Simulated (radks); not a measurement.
Results of a calculation; reference values are marked as such.
Neutral potassium inside a hard spherical wall (all orbitals vanish at R), configuration held at [Ar] 4s1 and not refilled when levels cross. Code: a radial shooting solver on a logarithmic mesh with Libxc functionals. Model: non-relativistic Kohn-Sham, r2SCAN, spin-unpolarised, spherical densities, point nucleus; meta-GGA in the generalised Kohn-Sham scheme. Eigenvalues in eV, with the zero of energy where the potential of the charges vanishes at infinity; a dash marks a level that is unbound or too diffuse for the functional's potential to be trusted. A positive occupied level is held by the wall or, in an anion where self-interaction has pushed it up, behind a barrier. The pressure on the wall is -dE/dV.

| R (bohr) | E (hartree) | kinetic (hartree) | e(2p) | e(3s) | e(3p) | e(4s) | e(4p, empty) | e(5s, empty) | pressure (GPa) |
|---|---|---|---|---|---|---|---|---|---|
| free | -599.87700 | 599.249 | -283.93 | -36.645 | -19.662 | -2.282 | -0.725 | - | 0 |
| 15 | -599.87686 | 599.251 | -283.90 | -36.623 | -19.640 | -2.269 | -0.682 | 1.331 | 0.00113 |
| 12 | -599.87564 | 599.259 | -283.79 | -36.507 | -19.526 | -2.187 | -0.490 | 2.486 | 0.0164 |
| 10 | -599.87124 | 599.283 | -283.52 | -36.251 | -19.273 | -1.965 | -0.053 | 4.443 | 0.0949 |
| 8 | -599.85392 | 599.350 | -282.93 | -35.678 | -18.711 | -1.274 | 1.152 | 8.958 | 0.583 |
| 6 | -599.78205 | 599.568 | -281.68 | -34.514 | -17.584 | 1.131 | 4.855 | 20.889 | 4.58 |
| 5 | -599.66945 | 599.895 | -280.44 | -33.449 | -16.564 | 4.552 | 9.660 | 34.878 | 16.2 |
| 4 | -599.35115 | 600.909 | -277.48 | -31.256 | -14.398 | 13.236 | 20.691 | 64.648 | 80.7 |
| 3.5 | -598.94946 | 602.274 | -274.02 | -28.945 | -11.993 | 22.848 | 31.955 | 93.133 | 217 |
| 3 | -598.06782 | 605.276 | -267.24 | -24.580 | -7.254 | 41.058 | 52.083 | 141.31 | 683 |
| 2 | -589.74630 | 630.008 | -226.23 | 6.556 | 27.144 | 162.67 | 175.37 | 411.00 | 12000 |
